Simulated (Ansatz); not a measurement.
Reaction (redistribution): `C[Se][Ti]([F])([F])[Se]C` + `[OH][SnH2][Cl]` → `C[Se][SnH2][Cl]` + `C[Se][Ti]([OH])([F])[F]`

Computed with Ansatz on PBE0-D4/def2-TZVP structures; ΔE is electronic, products minus reactants. CCSD(T)/CBS adds triple-zeta CCSD(T) − MP2 to the extrapolated MP2 energy (def2 sets, frozen cores). Functionals use def2-TZVPP. B3LYP here is the variant with VWN-RPA as its local correlation; programs differ in this. def2 core potentials past Kr. For Se, Sn, Ti outer-core shells are correlated without core-valence functions, which leaves a few kJ/mol of doubt a bond. Scalar relativity is left out up to krypton. One conformer a species, not always the lowest.

| level | ΔE (kJ/mol) |
| --- | --- |
| B3LYP-D4 | -81.9 |
| B2PLYP | -72.2 |

(1) What does CCSD(T)/CBS give? (Best estimate.)

Largest T1 diagnostic among the species: 0.022, so the coupled-cluster value is less sure than usual.

Answers

(1) The calculation gave: -75.5 kJ/mol. The listed levels differ from it by -6.4, 3.3 kJ/mol.

The D4 term adds +3.7 kJ/mol with B3LYP and +2.3 kJ/mol with PBE0; it sums over pairs of atoms, weighted by their polarisabilities, and B3LYP, whose exchange is more repulsive, gets the larger term. From PBE to PBE0 (25 % exact exchange), in def2-TZVPP and without D4, ΔE moves by −6.1 kJ/mol.
